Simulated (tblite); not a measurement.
All values are computed: GFN2-xTB (tblite) harmonic vibrations without scaling, gas phase. Against measured fundamentals such values can be off by several per cent, at times by over 20. Modes of hydrogen on germanium, phosphorus and silicon can be 10 to 20 % off. One conformer each. Open shells enter through the occupations alone, without spin polarisation, and single modes of such species can be off by tens of per cent. Thermal functions are those of the rigid rotor and harmonic oscillator, without mixing of conformers.

Question: Order these by their ideal-gas entropy at 500 K and 1 bar, highest first (cal/(mol K)).
A. `C(C)[Si](P)SC=C` [radical]
B. `C1[C@]2(C[C@](C[SiH3])(C2)C1)C`
C. `CO[CH2][GeH2][GeH2][GeH3]`
D. `CC(C)(C)[C@H]1C=CC[SiH2]1`
E. `C[C-](C)[C]1C=CCC1` [radical]

Answer: C (141.4), A (134.9), D (132.4), B (127.2), E (121.6).

```
                      SMILES  atoms  mass (u)  symmetry number  modes under 300 cm⁻¹  ZPE (kcal/mol)  S translation (cal/(mol K))  S rotation  S vibration  S spin      S    Cp
   CO[CH2][GeH2][GeH2][GeH3]     18    273.85                1                    11            74.4                         45.3        32.5         63.6     0.0  141.4  61.1
               C=CS[Si](P)CC     17    149.00                1                    10            79.1                         43.5        31.6         58.5     1.4  134.9  54.6
   CC(C)(C)[C@H]1C=CC[SiH2]1     25    140.10                1                     7           134.3                         43.3        31.0         58.1     0.0  132.4  71.1
C[C@]12CC[C@](C[SiH3])(C1)C2     25    140.10                1                     7           134.4                         43.3        31.0         52.9     0.0  127.2  69.8
          C[C-](C)[C]1C=CCC1     20    108.09                1                     7           105.2                         42.5        29.8         47.8     1.4  121.6  55.6
```

Entropies and Cp are for 500 K and 1 bar.
